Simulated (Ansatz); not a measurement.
Results of the Gaussian-basis code of Ansatz.

A structure relaxed at PBE0-D4/def2-TZVP, charge 0, multiplicity 1:

Cartesian coordinates in Å:
```
N 0.700 1.553 0.593
Si -0.074 0.051 0.766
Si -0.262 -1.075 -1.267
Cl 1.056 -1.012 2.109
Cl -1.977 0.175 1.568
H 0.344 2.233 -0.060
H 1.137 1.991 1.389
H 1.089 -1.397 -1.795
H -0.972 -0.197 -2.236
H -1.041 -2.323 -1.068
```

(1) Give its formula and SMILES.

(2) Summarise the bond lengths by kind.

## Answers

(1) Cl2H5NSi2, `N[Si]([SiH3])(Cl)Cl`.

(2) 1 × N–Si 1.698 Å; 2 × H–N 1.008 Å; 1 × Si–Si 2.331 Å; 2 × Cl–Si 2.052 to 2.069 Å; 3 × H–Si 1.484 to 1.488 Å.
